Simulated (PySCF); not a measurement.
**Assignment exercise: C5H8F2O2Si**

Bonds (- single, = double, # triple, : aromatic): O1=C2, C2-C3, C3-F4, C3-O5, O5-C6, C6-F7, C6-C8, C8-C9, C9-Si10, Si10-C3. C2 carries H11; C6 carries H12; C8 carries H13, H14; C9 carries H15, H16; Si10 carries H17, H18. Stereochemistry as in O=C[C@@]1(F)O[C@H](F)CC[SiH2]1. H13, H15, H17 are cis to F7 on the ring; H14, H16, H18 are trans to F7 on the ring.

No solvent, non-relativistic, one conformer. Geometry: GFN2-xTB; GIAO PBE0/pcSseg-1 shieldings; PySCF 2.14.0 with density-fitted response routines.

References, each an isolated molecule treated in the same way: TMS for 13C (σ = 186.93 ppm) and 1H (σ = 31.72 ppm).

Question: Assign these signals to the numbered atoms. 13C{1H} NMR (computed): δ 205.9, 116.3, 110.2, 30.0, -0.3.

Answer: 
205.9 → C2, aldehyde carbonyl carbon: the double bond to the heteroatom, with no lone-pair donor beside it, deshields it most
116.3 → C3, fully substituted sp3 carbon bonded to F and O and Si, α to a carbonyl: 2 electronegative neighbours deshield it
110.2 → C6, sp3 CH bonded to F and O: 2 electronegative neighbours deshield it
30.0 → C8, sp3 CH2 in a ring: aliphatic region, no heteroatom directly attached
-0.3 → C9, sp3 CH2 bonded to Si: an electropositive neighbour leaves it electron-rich and shielded

Question: Assign these signals to the numbered atoms. 1H NMR (600 MHz, computed): δ 10.18 (m, 1H), 6.11 (m, 1H), 4.15 (m, 1H), 4.09 (m, 1H), 2.37 (m, 1H), 1.81 (m, 1H), 1.77 (m, 1H), 0.91 (m, 1H).

Answer: 
| δ (ppm) | atoms | environment | reason |
| --- | --- | --- | --- |
| 10.18 | H11 | hydrogen on an aldehyde carbonyl carbon | deshielded by the polar, anisotropic C=O bond |
| 6.11 | H12 | hydrogen on an sp3 CH bonded to F and O | its carbon carries F and O, hence the downfield position |
| 4.15 | H17 | hydrogen on a silicon bonded to 2 C, in a 6-membered ring | – |
| 4.09 | H18 | hydrogen on a silicon bonded to 2 C, in a 6-membered ring | – |
| 2.37 | H13 | hydrogen on an sp3 CH2 in a ring | – |
| 1.81 | H15 | hydrogen on an sp3 CH2 bonded to Si | – |
| 1.77 | H14 | hydrogen on an sp3 CH2 in a ring | – |
| 0.91 | H16 | hydrogen on an sp3 CH2 bonded to Si | – |

H17 and H18; H15 and H14 lie closer than the usual error of such a calculation, so a measured spectrum could show them in the other order.

Splittings by 19F in the carbon and heteronuclear signals aren't shown, as no couplings were computed. Shifts are as computed. Against solution values, carbons near 30 ppm lie about +3 ppm off and those near 130 ppm about +5 ppm. Of 1309 compounds with measured shifts, 239 miss one by over three times the rms of a fit or turn the order of signals round; such compounds aren't used in these exercises. Multiplicities follow the n + 1 count of equivalent neighbours, as no J values were calculated; m marks all less simple cases, F and P coupling included.
